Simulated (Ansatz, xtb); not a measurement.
Two isomers of ClGaHNSi

Structure I: `[Si]=[N][GaH][Cl]`, a singlet. Structure II: `Cl[SiH]=[N][Ga]`, a singlet. Both are isolated molecules in the gas phase, relaxed with PBE0-D3(BJ)/pcseg-1; the shapes shown needn't be the lowest conformers.

I (Å):

```xyz
5

Cl    1.4878    0.7776   -1.0093
Ga   -0.1352    0.4542   -2.4047
N    -1.6207   -0.3316   -1.6982
Si   -2.8704   -1.0126   -1.0242
H     0.0770    0.9018   -3.8675
```

II (Å):

```xyz
5

Cl   -2.5738   -0.1695    0.3486
Ga    2.1363   -1.0226    0.7354
N     0.6619   -0.1078    0.0080
Si   -0.7603    0.4505   -0.3910
H    -1.0720    1.5211   -1.3670
```

Question: Estimate E(II) − E(I) at the level CCSD(T)/def2-TZVP.

Answer: Calculated at CCSD(T)/def2-TZVP: E(II) − E(I) = +0.462 eV, so structure I lies lower.

The same difference at several levels:

```csv
level,geometry,E(II) − E(I) (eV),departure from the last row (eV),"job, with rough time for the two"
GFN2-xTB,GFN2-xTB,−0.472,−0.934,"optimisation, 1 s"
HF/STO-3G,GFN2-xTB,+3.221,+2.759,"single point, 11 s"
r2SCAN-D4/def2-SVP,GFN2-xTB,+0.339,−0.123,"single point, 11 s"
PBE0-D3(BJ)/pcseg-1,PBE0-D3(BJ)/pcseg-1,+0.249,−0.212,"optimisation, 1.8 min"
HF/def2-TZVP,PBE0-D3(BJ)/pcseg-1,+0.431,−0.031,part of the CCSD(T) run
MP2/def2-TZVP,PBE0-D3(BJ)/pcseg-1,+0.456,−0.006,part of the CCSD(T) run
CCSD(T)/def2-TZVP,PBE0-D3(BJ)/pcseg-1,+0.462,,"single point, 4.1 min"
```

As drawn, II has 1 Cl–Si, 1 Si–H in place of 1 Cl–Ga, 1 Ga–H.

GFN2-xTB puts the two in the other order. The largest departure from CCSD(T)/def2-TZVP is that of HF/STO-3G, 2.759 eV.

With harmonic frequencies from PBE0-D3(BJ)/pcseg-1 (ideal gas, rigid rotor, one conformer each, 298.15 K, 1 atm): on the last row, ΔE + ΔZPE = +0.490 eV. A mode under 50 cm⁻¹ makes harmonic enthalpies and free energies unreliable, so none is given.

The correlated steps freeze 20 core orbitals; the filled d shell of Ga is correlated, in a basis made for valence electrons. Codes used: Ansatz 0.2.0, xtb 6.7.1; the last row on 1 thread of AMD EPYC (Zen 3) on a shared host.
